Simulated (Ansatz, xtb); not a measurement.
CH10GeOSi2: 5 structures ranked

5 gas-phase structures of CH10GeOSi2, from a drawn sample of its isomers (lower ones may exist). Each was relaxed with GFN2-xTB; where two conformers were screened, the lower at r2SCAN-D4/def2-SVP is listed:

A. `[SiH3][CH2][GeH2][O][SiH3]`, a singlet
B. `[CH3][GeH2][SiH2]O[SiH3]`, a singlet
C. `[SiH3]O[SiH2][CH2][GeH3]`, a singlet
D. `C[Si@@H]([GeH3])O[SiH3]`, a singlet
E. `[SiH3]C[SiH2][O][GeH3]`, a singlet

Problem. Which do you expect lowest at r2SCAN-D4/def2-SVP, and how would the others follow?

Solution. Calculated order at r2SCAN-D4/def2-SVP: D (0.0), C (22.3), B (23.5), E (62.7), A (77.9) kJ/mol. Less than 1 kcal/mol parts C and B, so the order within that pair means little.

Energies above the lowest of each column, in kJ/mol; the last columns are at B3LYP/def2-SVP geometries (a dash: not run or not comparable):

```
structure  GFN2-xTB  HF/STO-3G  r2SCAN-D4/def2-SVP  B3LYP/def2-SVP  CCSD(T)/def2-SVP + ΔMP2/def2-TZVPP
        D      10.5        0.0                 0.0             0.0                                 0.0
        C      30.7       36.5                22.3            24.0                                15.0
        B       0.0       24.4                23.5            21.6                                18.9
        E     120.0       40.0                62.7            69.1                                   –
        A     101.7       62.6                77.9            81.7                                   –
```

CCSD(T)/def2-SVP + ΔMP2/def2-TZVPP puts D lowest of those it was run on; GFN2-xTB picks B. Flexible structures stand in one conformer each, not always the lowest. D keeps a small imaginary mode. B keeps a small imaginary mode. Frequencies (GFN2-xTB) were run for B, C, D alone. ΔMP2 is the change of the MP2 energy from the smaller to the larger basis.

Over these structures GFN2-xTB departs from r2SCAN-D4/def2-SVP by 20.2 kJ/mol on average once a common shift is removed. A GFN2-xTB relaxation took about 0.18 s and the r2SCAN-D4/def2-SVP energy about 2.3 s on a shared host (Ansatz 0.2.0, xtb 6.7.1).
